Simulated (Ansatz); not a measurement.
Calculated with Ansatz (gas phase, PBE0-D4/def2-TZVP geometries, no zero-point term in ΔE). CCSD(T)/CBS is the MP2 limit (def2-TZVPP, def2-QZVPP) plus CCSD(T) − MP2 in def2-TZVPP, frozen cores. This one scheme is used for every species. DFT in def2-TZVPP. HSE06 is defined as in plane-wave codes. For Ge outer-core shells are correlated without core-valence functions, which leaves a few kJ/mol of doubt a bond. Scalar relativity is left out up to krypton.

Reaction (ligand exchange at a Ge–C bond): `Cl[CH2][GeH3]` + NH₃ → `[NH2][GeH3]` + `CCl`

```
   level  ΔE (kcal/mol)
 BLYP-D4           -4.0
HSE06-D4           -3.7
 ωB97M-V           -4.1
     PBE           -3.8
```

What does CCSD(T)/CBS give? (Best estimate.)

The calculation gave: -3.4 kcal/mol. The listed levels differ from it by -0.6, -0.3, -0.7, -0.4 kcal/mol.

Largest T1 diagnostic among the species: 0.011.

In def2-TZVPP, CCSD(T) changes the Hartree–Fock value by +3.7 kcal/mol (the triples alone add +0.4 kcal/mol) and MP2 by +3.8 kcal/mol. Leaving LDA and LC-ωPBE aside and taking each functional with its dispersion term where it has one, the values, not all of them listed here, spread over 1.8 kcal/mol, from BHLYP-D4 to PBE-D4. LDA lies +0.9 kcal/mol from PBE without D4. From BLYP to BHLYP (50 % exact exchange), in def2-TZVPP and without D4, ΔE moves by −0.9 kcal/mol.
